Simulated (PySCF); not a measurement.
tert-butyl acetate, C₆H₁₂O₂.
Atom-mapped SMILES: `[CH3:1][C:2](=[O:3])[O:4][C:5]([CH3:6])([CH3:7])[CH3:8]` (hydrogens: H9, H10, H11 on C1; H12, H13, H14 on C6; H15, H16, H17 on C7; H18, H19, H20 on C8)

The same species was optimised twice, with GFN2-xTB and with PBE0-D3(BJ)/def2-SVP (PySCF), and the same property calculations (PySCF, gas phase) were run on both structures.

```tsv
coordinate	GFN2-xTB	PBE0-D3(BJ)/def2-SVP	change
C5–C8 (Å)	1.529	1.521	-0.008
C1–C2 (Å)	1.511	1.504	-0.007
C2–O4 (Å)	1.329	1.336	+0.007
C5–C7 (Å)	1.528	1.524	-0.004
C5–C6 (Å)	1.528	1.524	-0.004
O4–C5 (Å)	1.452	1.454	+0.002
C2=O3 (Å)	1.204	1.205	+0.001
O4–C5–C8 (°)	104.2	103.0	-1.2
C6–C5–C7 (°)	111.2	112.1	+0.9
O3–C2–O4 (°)	125.9	125.1	-0.8
C1–C2–O3 (°)	123.9	124.6	+0.7
C2–O4–C5 (°)	121.7	121.9	+0.2
C7–C5–C8 (°)	110.5	110.7	+0.2
C6–C5–C8 (°)	110.6	110.7	+0.1
O4–C5–C7 (°)	110.1	110.0	-0.1
C1–C2–O4–C5 (°)	179	180	+1
C2–O4–C5–C6 (°)	62	62	0
```

Rotational constants: A = 3327, B = 1452, C = 1310 MHz (GFN2-xTB) against A = 3311, B = 1454, C = 1313 MHz (PBE0-D3(BJ)/def2-SVP). Atoms that the bonding makes alike are paired by their places after alignment.

On the GFN2-xTB structure: HOMO (eV) -7.65 [PBE0/pcSseg-1]; LUMO (eV) 0.49 [PBE0/pcSseg-1]; dipole (D) 1.91 [PBE0/pcSseg-1]; GIAO shielding of C1 (ppm) 161.9 [PBE0/pcSseg-1]; GIAO shielding of C2 (ppm) 10.8 [PBE0/pcSseg-1]; GIAO shielding of O3 (ppm) -107.0 [PBE0/pcSseg-1]; GIAO shielding of O4 (ppm) 82.9 [PBE0/pcSseg-1]; GIAO shielding of C5 (ppm) 106.3 [PBE0/pcSseg-1]; GIAO shielding of C6/C7/C8 (mean) (ppm) 158.1 [PBE0/pcSseg-1].

Question: What do these properties become on the PBE0-D3(BJ)/def2-SVP structure?

Answer: 
```
                                    property          level  on GFN2-xTB  on PBE0-D3(BJ)/def2-SVP  change
                                   HOMO (eV)  PBE0/pcSseg-1        -7.65                    -7.66   -0.01
                                   LUMO (eV)  PBE0/pcSseg-1         0.49                     0.46   -0.03
                                  dipole (D)  PBE0/pcSseg-1         1.91                     1.96   +0.05
energy, GFN2-xTB geometry as zero (kcal/mol)  PBE0/pcSseg-1          0.0                     -0.6    -0.6
                  GIAO shielding of C1 (ppm)  PBE0/pcSseg-1        161.9                    160.6    -1.3
                  GIAO shielding of C2 (ppm)  PBE0/pcSseg-1         10.8                     10.2    -0.6
                  GIAO shielding of O3 (ppm)  PBE0/pcSseg-1       -107.0                   -123.7   -16.7
                  GIAO shielding of O4 (ppm)  PBE0/pcSseg-1         82.9                     87.6    +4.7
                  GIAO shielding of C5 (ppm)  PBE0/pcSseg-1        106.3                    106.6    +0.3
     GIAO shielding of C6/C7/C8 (mean) (ppm)  PBE0/pcSseg-1        158.1                    156.0    -2.1
```

The heavy atoms differ by 0.010 Å rms after alignment (one structure mirrored). Among the bonds compared C1–C2, C2–O4 and C5–C8 change most and about equally (-0.008 to +0.007 Å). Changes are differences of the printed values. Neither structure is proved a minimum here.

Conformer computed: `[CH3:1][C:2](=[O:3])[O:4][C:5]([CH3:6])([CH3:7])[CH3:8]`: C1–C2–O4–C5 180°, C2–O4–C5–C6 62°.
